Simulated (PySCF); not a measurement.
**Electronic absorption of C2H9N3Si2**

Species: C₂H₉N₃Si₂.
InChI=1S/C2H9N3Si2/c3-1-7(4)2-5-6/h5,7H,2,4H2,6H3/t7-/m1/s1

Computed with TDDFT CAM-B3LYP/def2-SVPD, vertical, gas phase, core orbitals frozen in the response (PySCF). Geometry: GFN2-xTB, one conformer, isolated molecule. Torsions of this conformer, `[N:1]#[C:2][Si@@H:3]([NH2:4])[CH2:5][NH:6][SiH3:7]`: C2–Si3–C5–N6 179°, Si3–C5–N6–Si7 141°, H–N4–Si3–C2 154°, H–N4–Si3–C2 -62°.

```
state  E (eV)  λ (nm)  ν̃ (cm⁻¹)       f  main configurations (H = HOMO, L = LUMO)
   S1    5.69   218.1      45850  0.0062                    H→L+1 (62%), H→L (25%)
   S2    6.14   202.0      49520   0.036       H→L (60%), H→L+1 (22%), H-1→L (10%)
   S3    6.60   187.9      53220   0.032      H-1→L (43%), H→L+2 (36%), H→L+1 (8%)
   S4    6.73   184.1      54310   0.020   H→L+2 (41%), H-1→L (32%), H-1→L+1 (10%)
   S5    6.93   179.0      55860   0.015                   H→L+3 (64%), H→L+5 (9%)
   S6    7.14   173.6      57590  0.0053              H-1→L+1 (49%), H-1→L+2 (24%)
   S7    7.19   172.5      57960   0.018   H→L+5 (31%), H-3→L (17%), H-3→L+1 (11%)
   S8    7.22   171.6      58270   0.020     H→L+5 (34%), H→L+3 (13%), H-3→L (10%)
```

Triplets (Tamm–Dancoff): T1 5.42 eV, H→L+1 (53%), H→L (25%), H→L+2 (10%); T2 5.78 eV, H→L (37%), H→L+1 (20%), H-1→L (10%); T3 6.08 eV, H-1→L (12%), H→L (12%), H-3→L+2 (8%).

The lowest singlet comes at 218 nm (549 kJ/mol) in the ultraviolet; it is weak; its leading configuration is HOMO→LUMO+1 (62%). The most intense listed level is S2 at 6.14 eV (202 nm, f = 0.036), 0.45 eV above S1. Löwdin shares by element: HOMO nitrogen 48% or more, silicon 14%, carbon 14% or more (atoms not listed hold the other 24%); LUMO nitrogen 23% or more, silicon 22% or more, carbon 14% or more (atoms not listed hold the other 41%). The listed states span 1.54 eV. Weighted by f, the mean energy of these states is 6.67 eV. The oscillator strengths of these states sum to 0.153; summed over the whole spectrum of an exact calculation they would give the number of electrons, 70 (Thomas–Reiche–Kuhn). Only the lowest 8 singlets were computed, as vertical energies without vibronic structure.
